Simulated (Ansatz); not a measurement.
```json
{"atom": "Ti", "x (Å)": "0.0000", "y (Å)": "0.0000", "z (Å)": "0.0000"}
{"atom": "F", "x (Å)": "1.6630", "y (Å)": "0.0000", "z (Å)": "0.6888"}
{"atom": "F", "x (Å)": "-1.6630", "y (Å)": "0.0000", "z (Å)": "0.6888"}
```

Basis set: pcseg-2 (spherical functions). Charge 0, multiplicity 3.

Computed with Ansatz (development build ahead of 0.2.0); each method stands on the lowest determinant of its kind that the runs found. Restricted functionals stand beside restricted open-shell atoms, which can lie above the unrestricted atoms usual in DFT and then raise those values.

Question: Give the atomization energy at this shape (free ground-state atoms in the same class of orbitals less the molecule, no zero-point energy) of triplet TiF2 by PBE (restricted open-shell), ROHF.

Answer:

| method | atomization energy |
| --- | --- |
| PBE (restricted open-shell) | 13.53 eV |
| ROHF | 8.71 eV |

Caution: no unrestricted run beside it, a lower state can exist; other spin multiplicities were not run.

The shape needn't be a minimum at these levels.
